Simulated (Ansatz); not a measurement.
Start from `[OH][GaH2]` and change one element to get `BO`.

Ansatz, PBE0-D4/def2-TZVP geometries, multiplicity 1. 

Scalar relativity is left out up to krypton.

```
                                        property  `[OH][GaH2]`
            HOMO–LUMO gap (PBE0/def2-TZVPP) / eV          7.35
              LUMO energy (PBE0/def2-TZVPP) / eV         -1.19
size of the dipole moment (B3LYP/def2-TZVPP) / D          1.44
           LUMO energy (ωB97M-V/def2-TZVPP) / eV          0.51
             HOMO energy (B3LYP/def2-TZVPP) / eV         -8.35
             LUMO energy (B3LYP/def2-TZVPP) / eV         -1.49
```

(1) Give the same properties after the change, and the shifts. (An estimate is asked.)

## Answers

(1) Ansatz gave: 
| property | `BO` | shift |
| --- | --- | --- |
| HOMO–LUMO gap (PBE0/def2-TZVPP) / eV | 8.44 | 1.09 |
| LUMO energy (PBE0/def2-TZVPP) / eV | -0.42 | 0.77 |
| size of the dipole moment (B3LYP/def2-TZVPP) / D | 1.57 | 0.13 |
| LUMO energy (ωB97M-V/def2-TZVPP) / eV | 1.46 | 0.95 |
| HOMO energy (B3LYP/def2-TZVPP) / eV | -8.68 | -0.33 |
| LUMO energy (B3LYP/def2-TZVPP) / eV | -0.69 | 0.80 |

With PBE0 the HOMO falls by 0.32 eV and the LUMO rises by 0.77 eV, so the gap widens by about 1.09 eV. PBE moves the HOMO by -0.19 eV and ωB97M-V by -0.43 eV. Dipoles are sizes alone; their direction can turn.

B3LYP here is the variant with VWN-RPA as its local correlation; programs differ in this.
